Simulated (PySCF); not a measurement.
CdI, SMILES [Cd+][I], charge +1. Geometry optimised at PBE-D3(BJ)/def2-TZVP. The spin state was assumed, not searched. The def2 effective core potentials stand for the cores of Cd, I; spin–orbit coupling is left out.

Computed equilibrium geometry at PBE-D3(BJ)/def2-TZVP (PySCF confirms it by a frequency run) as Cartesian coordinates in Å, and its point group:
point group C∞v.
```xyz
2

Cd     0.0000     0.0000    -1.3549
I      0.0000     0.0000     1.2271
```
Charge +1, spin multiplicity 1.
